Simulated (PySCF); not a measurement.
BLYP on Hg (mercury, neutral), [Xe] 4f14 5d10 6s1 6d1, high-spin 3D determinant (an excited configuration). All numbers are calculated (PySCF 2.14, scalar relativity through the core potential, in aug-cc-pwCVDZ-PP with ECP60MDF (6s6p5d3f, 70 functions)).

```
cycle= 1 E= -153.137103687442  delta_E= -0.0139  |g|= 0.0694  |ddm|= 0.509
cycle= 2 E= -153.136460122183  delta_E= 0.000644  |g|= 0.09  |ddm|= 0.166
cycle= 3 E= -153.138653986062  delta_E= -0.00219  |g|= 0.00353  |ddm|= 0.0767
cycle= 4 E= -153.138658517018  delta_E= -4.53e-06  |g|= 7.28e-05  |ddm|= 0.00621
cycle= 5 E= -153.138658519634  delta_E= -2.62e-09  |g|= 5.79e-06  |ddm|= 0.000333
cycle= 6 E= -153.138658519651  delta_E= -1.67e-11  |g|= 1.01e-06  |ddm|= 1.72e-05
converged SCF energy = -153.138658519651  <S^2> = 2.0002761  2S+1 = 3.000184
```

Highest occupied orbital energy: 0.833 eV; ⟨L²⟩ = 6.00; populations by l: s 3.00, p 6.00, d 11.00, f 0.00.

Question: Can this result be used?

Answer: Not for this state. Self-consistency was reached. Energies and moments cover only the electrons outside the core potential. Spin-orbit coupling, absent here, splits the open shell strongly. The outer electron is Rydberg-like, and this basis confines it to a smaller radius and binds it less than a complete one would. At BLYP the highest occupied level has a positive energy, so only the finite basis holds that electron; for this excited configuration the basis is too tight for the outer shell.
